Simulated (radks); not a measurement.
Values are calculated unless marked as measured or tabulated.
Problem. Ho4+, configuration [Xe] 4f8 5d1 (not the ground configuration). Level of theory: scalar-relativistic Kohn-Sham, PBE, spin-polarised, spherical densities, finite nucleus; open shells are filled with parallel spins first (spin-orbit coupling, left out, can overturn this in heavy ions); Fermi nuclear charge, rms radius 5.2022 fm (a radial shooting solver on a logarithmic mesh with Libxc functionals). Some entries of the table are withheld. Estimate them.

| orbital | occ. | eigenvalue (eV) | r(max) (bohr) |
|---|---|---|---|
| 1s down | 1 | -55549.71 | 0.01312 |
| 1s up | 1 | -55549.70 | 0.01312 |
| 2s up | 1 | -9345.571 | 0.07462 |
| 2s down | 1 | -9345.444 | 0.07462 |
| 2p up | 3 | -8287.273 | 0.06061 |
| 2p down | 3 | -8287.178 | 0.06061 |
| 3s up | 1 | -2141.073 | 0.2113 |
| 3s down | 1 | -2138.165 | 0.2112 |
| 3p up | 3 | -1817.602 | 0.2078 |
| 3p down | 3 | -1814.698 | 0.2077 |
| 3d up | 5 | -1406.475 | 0.1697 |
| 3d down | 5 | -1404.234 | 0.1696 |
| 4s up | 1 | -477.3097 | 0.4831 |
| 4s down | 1 | -471.1554 | 0.4830 |
| 4p up | 3 | -370.2313 | 0.5043 |
| 4p down | 3 | -364.1880 | 0.5043 |
| 4d up | 5 | -225.4374 | 0.5204 |
| 4d down | 5 | -219.5070 | 0.5204 |
| 5s up | 1 | -102.9214 | 1.096 |
| 5s down | 1 | -99.7661 | 1.105 |
| 5p up | 3 | -75.0684 | 1.226 |
| 5p down | 3 | -72.4661 | 1.237 |
| 4f up | 7 | -66.1607 | (1) |
| 4f down | 1 | -60.5638 | (2) |
| 5d up | 1 | -40.8972 | 1.553 |
| 5d down | 0 | -39.1185 | 1.575 |

Solution. 
(1) 4f up r(max) (bohr): 0.5079
(2) 4f down r(max) (bohr): 0.5100
